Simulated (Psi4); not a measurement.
GeI₄ (SMILES [I][Ge]([I])([I])[I]), singlet, geometry from GFN2-xTB (core potentials on I); R2SCAN/def2-SVP (Psi4).

Input for Psi4:
```
memory 2 GB

molecule mol {
0 1
I    -0.937377    2.256308   -0.767222
Ge   -0.000000   -0.000000    0.000000
I    -1.748439   -1.829210   -0.393937
I     0.567732    0.115212    2.494522
I     2.118083   -0.542311   -1.333362
}

set {
  basis def2-svp
  reference rks
}

energy('r2scan')
print_variables()
```

Output, abridged:

```
   => Loading Basis Set <=

    Name: DEF2-SVP
    Role: ORBITAL
    Keyword: BASIS

    !!!  WARNING: ECP capability is in beta. Please check occupations closely.  !!!

         ---------------------------------------------------------
                                   SCF
               by Justin Turney, Rob Parrish, Andy Simmonett
                          and Daniel G. A. Smith
                              RKS Reference
         ---------------------------------------------------------

  ==> Geometry <==

    Molecular point group: c1
    Full point group: C1

    Geometry (in Angstrom), charge = 0, multiplicity = 1:

       Center              X                  Y                   Z               Mass
    ------------   -----------------  -----------------  -----------------  -----------------
         I           -0.937376781778     2.256308218222    -0.767222218222   126.904471900000
         GE           0.000000218222     0.000000218222    -0.000000218222    73.921177761000
         I           -1.748438781778    -1.829209781778    -0.393937218222   126.904471900000
         I            0.567732218222     0.115212218222     2.494521781778   126.904471900000
         I            2.118083218222    -0.542310781778    -1.333362218222   126.904471900000

  Running in c1 symmetry.

  Rotational constants: A =      0.00760  B =      0.00760  C =      0.00760 [cm^-1]
  Rotational constants: A =    227.71139  B =    227.71138  C =    227.71137 [MHz]
  Nuclear repulsion = 1135.757969780125222

  Charge       = 0
  Multiplicity = 1
  Electrons    = 132
  Nalpha       = 66
  Nbeta        = 66

  ==> Algorithm <==

  SCF Algorithm Type is DF.
  DIIS enabled.
  MOM disabled.
  Fractional occupation disabled.
  Guess Type is SAD.
  Energy threshold   = 1.00e-06
  Density threshold  = 1.00e-06
  Integral threshold = 1.00e-12

  ==> Primary Basis <==

  Basis Set: DEF2-SVP
    Blend: DEF2-SVP
    Number of shells: 52
    Number of basis functions: 136
    Number of Cartesian functions: 147
    Spherical Harmonics?: true
    Max angular momentum: 2

  Core potential: DEF2-SVP
    Number of shells: 16
    Number of ECP primitives: 116
    Number of ECP core electrons: 112
    Max angular momentum: 3

  ==> DFT Potential <==

   => LibXC <=

    Version 7.1.2
    S. Lehtola, C. Steigemann, M. J. T. Oliveira, and M. A. L. Marques,  SoftwareX 7, 1–5 (2018) (10.1016/j.softx.2017.11.002)

   => Composite Functional: R2SCAN <=

    r2SCAN Meta-GGA XC Functional  (0.1021/acs.jpclett.0c02405)
    J. W. Furness, A. D. Kaplan, J. Ning, J. P. Perdew, J. Sun  J. Phys. Chem. Lett.  11, 8208–8215, 2020

    Deriv               =              1
    GGA                 =           TRUE
    Meta                =           TRUE

    Exchange Hybrid     =          FALSE
    MP2 Hybrid          =          FALSE

   => Exchange Functionals <=

    1.0000   XC_MGGA_X_R2SCAN

   => Correlation Functionals <=

    1.0000   XC_MGGA_C_R2SCAN

   => LibXC Density Thresholds  <==

    XC_MGGA_C_R2SCAN:  1.00E-15
    XC_MGGA_X_R2SCAN:  1.00E-11

   => Molecular Quadrature <=

    Radial Scheme          =       TREUTLER
    Pruning Scheme         =           NONE
    Nuclear Scheme         =       TREUTLER

    Blocking Scheme        =         OCTREE
    BS radius alpha        =              1
    Pruning alpha          =              1
    Radial Points          =             75
    Spherical Points       =            302
    Total Points           =         101613
    Total Blocks           =            874
    Max Points             =            256
    Max Functions          =            125
    Weights Tolerance      =       1.00E-15

   => Loading Basis Set <=

    Name: (DEF2-SVP AUX)
    Role: JKFIT
    Keyword: DF_BASIS_SCF

  ==> Integral Setup <==

  SCF_SUBTYPE=INCORE selected. In-core MEM_DF algorithm will be used.
  Using in-core AOs.

  ==> MemDFJK: Density-Fitted J/K Matrices <==

    J tasked:                   Yes
    K tasked:                    No
    wK tasked:                   No
    Algorithm:                 Core
    Schwarz Cutoff:           1E-12
    Mask sparsity (%):       7.2772
    Fitting Condition:        1E-10

   => Auxiliary Basis Set <=

  Basis Set: (DEF2-SVP AUX)
    Blend: DEF2-UNIVERSAL-JKFIT
    Number of shells: 244
    Number of basis functions: 1138
    Number of Cartesian functions: 1607
    Spherical Harmonics?: true
    Max angular momentum: 5

  Minimum eigenvalue in the overlap matrix is 7.3143390240E-03.
  Reciprocal condition number of the overlap matrix is 1.9595695838E-03.
    Using symmetric orthogonalization.

  ==> Pre-Iterations <==

  SCF Guess: Superposition of Atomic Densities via on-the-fly atomic UHF (no occupation information).

   -------------------------
    Irrep   Nso     Nmo
   -------------------------
     A        136     136
   -------------------------
    Total     136     136
   -------------------------

  ==> Iterations <==

                           Total Energy        Delta E     RMS |[F,P]|

   @DF-RKS iter SAD: -3254.29639323571382   -3.25430e+03   0.00000e+00
   @DF-RKS iter   1: -3266.66478529620281   -1.23684e+01   1.78304e-02 ADIIS/DIIS
   @DF-RKS iter   2: -3263.62837073507853    3.03641e+00   3.70939e-02 ADIIS/DIIS
   @DF-RKS iter   3: -3268.10756708012968   -4.47920e+00   3.15731e-03 ADIIS/DIIS
   @DF-RKS iter   4: -3268.08541874094999    2.21483e-02   2.64920e-03 ADIIS/DIIS
   @DF-RKS iter   5: -3268.16622743963853   -8.08087e-02   5.38965e-04 ADIIS/DIIS
   @DF-RKS iter   6: -3268.16993528599232   -3.70785e-03   4.07607e-05 DIIS
   @DF-RKS iter   7: -3268.16994635930860   -1.10733e-05   8.74902e-06 DIIS
   @DF-RKS iter   8: -3268.16994705876596   -6.99457e-07   3.30468e-06 DIIS
   @DF-RKS iter   9: -3268.16994720536877   -1.46603e-07   7.27490e-07 DIIS
  Energy and wave function converged.

  ==> Post-Iterations <==

   Electrons on quadrature grid:
      Ntotal   =  131.9999360607 ; deviation = -6.394e-05

    Orbital Energies [Eh]
    ---------------------

    Doubly Occupied:

[...]
    Virtual:

[...]
     136A     55.985596

    Final Occupation by Irrep:
              A
    DOCC [    66 ]
    NA   [    66 ]
    NB   [    66 ]

  @DF-RKS Final Energy: -3268.16994720536877

   => Energetics <=

    Nuclear Repulsion Energy =           1135.7579697801252223
    One-Electron Energy =               -7233.2822909639107820
    Two-Electron Energy =                2997.8551878961952752
    DFT Exchange-Correlation Energy =    -168.5008139177779753
    Empirical Dispersion Energy =           0.0000000000000000
    VV10 Nonlocal Energy =                  0.0000000000000000
    Total Energy =                      -3268.1699472053687714

Computation Completed

Properties will be evaluated at   0.000000,   0.000000,   0.000000 [a0]

Properties computed using the SCF density matrix

 Multipole Moments:

 ------------------------------------------------------------------------------------
     Multipole            Electronic (a.u.)      Nuclear  (a.u.)        Total (a.u.)
 ------------------------------------------------------------------------------------

 L = 1.  Multiply by 2.5417464519 to convert [e a0] to [Debye]
 Dipole X            :          0.0000319            0.0000072            0.0000391
 Dipole Y            :         -0.0000442            0.0000072           -0.0000370
 Dipole Z            :         -0.0000915           -0.0000072           -0.0000987
 Magnitude           :                                                    0.0001124

 ------------------------------------------------------------------------------------

  Variable Map:
  ----------------------------------------------------------------------------
[...]
  Array Variable Map:
  ----------------------------------------------------------------------------
[...]
[...]
```
